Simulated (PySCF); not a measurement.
From a computed spectrum to the compound

A species of 8 atoms with charge -1 has these harmonic modes (PBE0, small Gaussian bases with core potentials, PySCF 2.14.0):

| cm⁻¹ | km/mol | symmetry |
| --- | --- | --- |
| 34 | 4.5 | e |
| 34 | 4.5 | e |
| 52 | 38.8 | a1 |
| 58 | 8.8 | e |
| 58 | 8.8 | e |
| 121 | 0.0 | a2 |
| 223 | 1.8 | a1 |
| 237 | 2.9 | a1 |
| 241 | 64.0 | e |
| 241 | 64.0 | e |
| 417 | 57.9 | e |
| 417 | 57.9 | e |
| 1068 | 158.9 | a1 |
| 1628 | 19.1 | e |
| 1628 | 19.1 | e |
| 3514 | 8.3 | a1 |
| 3655 | 22.8 | e |
| 3655 | 22.8 | e |

Problem. Which species is it, and in which structure?

Solution. [NdCl3(NH3)]− (singlet in the valence; each metal's 4f electrons, 4 of them, lie in its core potential, out of spins and levels):
```xyz
8

Nd    0.0915   -0.0915    0.0915
Cl    1.2608    2.1482    1.2608
Cl   -2.1482   -1.2608    1.2608
Cl    1.2608   -1.2608   -2.1482
N    -1.4919    1.4919   -1.4919
H    -2.0925    2.0925   -0.9294
H    -0.9294    2.0925   -2.0925
H    -2.0925    0.9294   -2.0925
```
Ideal gas at 298.15 K and 1 bar: S = 467.3 J/(mol K), Cp = 126.3 J/(mol K), H − H(0 K) = 29.7 kJ/mol (rigid rotor, harmonic modes, spin degeneracy alone, that of the 4f electrons in the core included; the modes under 60 cm⁻¹ make these uncertain). An lcecp potential fixes the number of 4f electrons, so in runs with it no electron can move into or out of that shell; real Nd(II) is rare or takes another configuration.
 Other answers can fit too; this one was computed.
